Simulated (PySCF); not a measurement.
W(O)2(NH2)2 (H4N2O2W), SMILES [NH2][W]([NH2])(=[O])=[O], multiplicity 1.

Coordinates come from a B3LYP-D3(BJ)/def2-SVP optimisation. The spin state was assumed, not searched. The def2 effective core potentials stand for the cores of W; spin–orbit coupling is left out. One conformer was computed; it need not be the lowest.

Calculation: CAM-B3LYP/def2-TZVP (PySCF).

The molecule is in vacuum.

Estimate the frontier levels, gap, dipole moment and polarisability. (Estimate from the structure and the level; the computed values follow.)


The highest occupied level is -9.20 eV and the lowest empty level is -0.19 eV. The orbital gap is 9.01 eV, the dipole moment is 0.970 e·Å and the quadrupole, principal values (traceless, Buckingham form, about the centre of nuclear charge) comes out as -7.27, -4.65, 11.92 D·Å. The mean static polarisability comes out as 58.3 bohr³ (8.64 Å³). The polarisability, principal values is 54.2, 57.2, 63.5 bohr³.
